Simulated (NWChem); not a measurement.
System: CHBF4; SMILES FBC(F)(F)F

Input file for NWChem:

```
start job
memory heap 200 mb stack 900 mb global 1100 mb
geometry units angstroms noautoz
  B      0.672843    -1.074823     0.001545
  C      0.016367     0.395701     0.000234
  F     -1.317174     0.388797    -0.000293
  F      0.420237     1.075921    -1.083618
  F      0.419364     1.078057     1.082996
  F     -0.119511    -2.114330    -0.000414
  H      1.867982    -1.219157     0.004009
end
basis spherical
  * library def2-svpd
end
dft
  xc pbe0
  iterations 150
  mulliken
end
task dft energy
```

Structure relaxed at the PBE0/def2-SVP level.

Predict the main results of this run. (PBE0/def2-SVPD.) Quantities: basis functions; energy (Ha); highest occupied level (eV); orbital gap (eV); dipole (D).

The number of basis functions comes out as 140 and the energy (Ha) is -462.19. The highest occupied level (eV) is -10.01 and the orbital gap (eV) comes out as 7.96. The dipole (D) is 1.52.
